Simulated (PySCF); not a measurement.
A structure optimised at ωB97X-D3(BJ)/def2-SVP, used in a PySCF frequency run:

```xyz
13

N     -3.1617    -0.6678     0.0646
C     -2.0629    -1.0286     0.9530
C     -0.7796    -0.4957     0.4698
C      0.2682    -0.0151     0.0858
B      1.6109     0.5723    -0.4049
N      2.8378    -0.0113    -0.0675
F      1.6095     1.6769    -1.1747
H     -3.2427     0.3462     0.0058
H     -4.0404    -1.0149     0.4449
H     -1.9881    -2.1289     0.9950
H     -2.1829    -0.6882     2.0036
H      2.9064    -0.8441     0.5011
H      3.7217     0.3666    -0.3853
```
Charge 0, spin multiplicity 1.

Q: Write its SMILES and formula.

A: NCC#CB(N)F, C₃H₆BFN₂

Q: What are its rotational constants (standard atomic weights)?

A: 7.0949, 0.98638, 0.87735 GHz
